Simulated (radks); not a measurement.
Results of a calculation; reference values are marked as such.
Problem. Ionisation of Ru3+, [Kr] 4d5, to Ru4+, [Kr] 4d4, under several functionals. Scalar-relativistic Kohn-Sham, spin-polarised, spherical densities, point nucleus; open shells are filled with parallel spins first (spin-orbit coupling, left out, can overturn this in heavy ions); a radial shooting solver on a logarithmic mesh with Libxc functionals. Known Delta-SCF values: B86b exchange with PBE correlation 46.053 eV. What does LDA (Slater exchange, VWN5 correlation) give, and what is its highest occupied eigenvalue?

Solution. 46.081 eV by Delta-SCF; the 4d eigenvalue is -38.962 eV. NIST: 45 eV (theoretical).
